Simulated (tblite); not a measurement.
Compound: C7H11N (charge +1 and doublet state).
SMILES with atom numbers: `[CH3:1][NH+:2][C@@H:3]1[C@@H:4]2[CH2:5][C@H:6]3[C@@H:7]2[C@@H:8]13` (hydrogens: H9, H10, H11 on C1; H12 on N2; H13 on C3; H14 on C4; H15, H16 on C5; H17 on C6; H18 on C7; H19 on C8)

Computed geometry: GFN2-xTB, gas phase. This method treats the open shell by occupation alone, without spin polarisation.

(1) List the bond lengths, angles and torsions at this level.

## Answers

(1) 
```json
{"bond": "C1–N2", "length (Å)": "1.419"}
{"bond": "N2–C3", "length (Å)": "1.391"}
{"bond": "C3–C4", "length (Å)": "1.611"}
{"bond": "C4–C5", "length (Å)": "1.537"}
{"bond": "C5–C6", "length (Å)": "1.517"}
{"bond": "C6–C7", "length (Å)": "1.521"}
{"bond": "C7–C8", "length (Å)": "1.524"}
{"bond": "C3–C8", "length (Å)": "1.510"}
{"bond": "C4–C7", "length (Å)": "1.519"}
{"bond": "C6–C8", "length (Å)": "1.500"}
{"bond": "C1–H9, C1–H11", "length (Å)": "1.091"}
{"bond": "C1–H10", "length (Å)": "1.098"}
{"bond": "N2–H12", "length (Å)": "1.012"}
{"bond": "C3–H13", "length (Å)": "1.093"}
{"bond": "C4–H14", "length (Å)": "1.082"}
{"bond": "C5–H15", "length (Å)": "1.090"}
{"bond": "C5–H16", "length (Å)": "1.087"}
{"bond": "C6–H17", "length (Å)": "1.076"}
{"bond": "C7–H18", "length (Å)": "1.071"}
{"bond": "C8–H19", "length (Å)": "1.077"}
```

Bonds in one row agree within 0.01 Å and their mean is given. A selection of angles:
```json
{"angle": "C1–N2–C3", "degrees": "123.3"}
{"angle": "N2–C3–C4", "degrees": "118.6"}
{"angle": "N2–C3–C8", "degrees": "120.0"}
{"angle": "C4–C3–C8", "degrees": "84.5"}
{"angle": "C3–C4–C5", "degrees": "100.9"}
{"angle": "C3–C4–C7", "degrees": "88.1"}
{"angle": "C5–C4–C7", "degrees": "89.4"}
{"angle": "C4–C5–C6", "degrees": "86.2"}
{"angle": "C5–C6–C7", "degrees": "90.1"}
{"angle": "C5–C6–C8", "degrees": "107.1"}
{"angle": "C7–C6–C8", "degrees": "60.6"}
{"angle": "C6–C7–C8", "degrees": "59.0"}
{"angle": "C4–C7–C6", "degrees": "86.7"}
{"angle": "C4–C7–C8", "degrees": "87.3"}
{"angle": "C3–C8–C7", "degrees": "91.7"}
{"angle": "C3–C8–C6", "degrees": "108.6"}
{"angle": "C6–C8–C7", "degrees": "60.4"}
{"angle": "H12–N2–C1", "degrees": "117.2"}
{"angle": "H12–N2–C3", "degrees": "118.0"}
```

Torsions: C1–N2–C3–C4 -75° (synclinal); N2–C3–C4–C5 -54° (synclinal); C3–C4–C5–C6 -67° (synclinal); C4–C5–C6–C7 -21° (synperiplanar); C5–C6–C7–C8 110° (anticlinal); C6–C7–C8–C3 -111° (anticlinal); N2–C3–C8–C7 141° (anticlinal); C3–C4–C7–C6 80° (synclinal); C5–C6–C8–C7 -80° (synclinal).

The C–C distances run from 1.500 Å (C6–C8, drawn single) to 1.611 Å (C3–C4, drawn single), a spread of 0.111 Å. Of the pairs four or more bonds apart, N2···H15 is among the closest relative to their van der Waals radii: 2.52 Å, 92 % of the sum of Bondi's values. The 4-membered ring C4–C5–C6–C7 has internal angles of 86.2° to 90.1°; it is puckered, 0.14 Å rms from its mean plane, widest ring torsion 21°. The 3-membered ring C6–C7–C8 has internal angles of 59.0° to 60.6°. The 4-membered ring C3–C4–C7–C8 has internal angles of 84.5° to 91.7°; it is puckered, 0.15 Å rms from its mean plane, widest ring torsion 23°. The 2 C–N bonds span 1.391 Å (N2–C3, drawn single) to 1.419 Å (C1–N2, drawn single), a spread of 0.028 Å. N2 (nitrogen bonded to 2 C and H) is almost planar (angles 123.3°, 118.0° and 117.2°, sum 358.4°, 0.09 Å off the plane of its three neighbours).

Point group: C1 (no symmetry element, even within 0.4 Å). Its GFN2-xTB frequencies are all real (lowest 83 cm⁻¹). 2 starts were optimised and ended at 0.00 and 0.62 kcal/mol (GFN2-xTB); the lowest of these is shown.

One conformer stands for the species.
